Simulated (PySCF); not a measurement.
## Adding and removing an electron: Rb₂

RHF-CCSD; PySCF, scalar-relativistic core potentials, basis sets Rb def2-SVPD with ECP28. Neutral (RHF): singlet (closed shell), Re = 4.339 Å, ωe = 51.0 cm⁻¹, De = 0.31 eV.

Rb₂⁺ (UHF): doublet (σ ↑), Re = 5.046 Å, ωe = 39.2 cm⁻¹, De = 0.65 eV to Rb⁺ + Rb. The energies at the minima are -47.73625 hartree for Rb2 and -47.59914 for Rb₂⁺.

Q: Work out the adiabatic ionisation energy, without and with harmonic zero-point energies (1 hartree = 27.2114 eV, 1 eV = 8065.5 cm⁻¹), and the change of the bond length.

A: At CCSD: 0.13711 hartree = 3.731 eV between the minima; the zero-point term (39.2 − 51.0)/2 cm⁻¹ = -0.001 eV makes it 3.730 eV. Re changes by +70.7 pm against the neutral. The electron leaves a σ orbital, and the longer bond of the ion fits a bonding orbital, or a change in how ionic the bond is.

Correlated steps freeze no core orbitals. Weak bonds: Rb2. Basis-set superposition, not corrected here, can be much of De in a small basis, most of all at correlated wavefunction levels. Spin–orbit coupling is left out. Where the molecule has an RHF reference, its open-shell atoms are computed with UHF. States were picked by a PBE0 search and need not be the measured ground states.

Neutral and ion stand on different kinds of reference determinant, which adds to the error of the difference.
